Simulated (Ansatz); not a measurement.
Molecule: difluoro(dihydroxy)silane, sum formula H2SiO2F2, charge 0, multiplicity 1. SMILES: O[Si](O)(F)F
Geometry from a B3LYP-D3(BJ)/def2-TZVP (Ansatz, a first-principles code) optimisation:
```
Si
F 1 1.5887
F 1 1.5887 2 104.90
O 1 1.6135 2 112.18 3 119.57
H 4 0.9598 1 119.56 2 -83.67
O 1 1.6135 2 110.15 3 -120.91
H 6 0.9598 1 119.56 2 32.78
```
Charge 0, spin multiplicity 1.

Property: atomisation energy (electronic, to ground-state atoms); the coupled-cluster value holds the core correlation from cc-pwCVTZ, in eV. Correlated levels leave the core frozen unless marked. UHF or UKS for open shells. Spin-orbit coupling is left out. No relativistic terms. Basis-set limits of correlation are two-point, X^-3; Hartree-Fock from the larger set (for Q and 5 zeta extrapolated as (X+1)exp(-9√X)).

Level to compare with: CCSD(T)/CBS(cc-pV(Q+d)Z,cc-pV(5+d)Z) plus the core term (Ansatz), 32.24 eV. It is a level with limits of its own, and the differences hold the functionals' basis error too.

Problem. Rank these functionals by how close they come to CCSD(T)/CBS(cc-pV(Q+d)Z,cc-pV(5+d)Z), closest first: LC-wPBE/def2-TZVPD (Ansatz); PBE0/def2-TZVPD (Ansatz); CAM-B3LYP/def2-TZVPD (Ansatz).

Solution. CAM-B3LYP/def2-TZVPD (range-separated hybrid, 31.72 eV, difference -0.52), LC-wPBE/def2-TZVPD (range-separated hybrid, 31.57 eV, difference -0.67), PBE0/def2-TZVPD (global hybrid, 31.05 eV, difference -1.19)
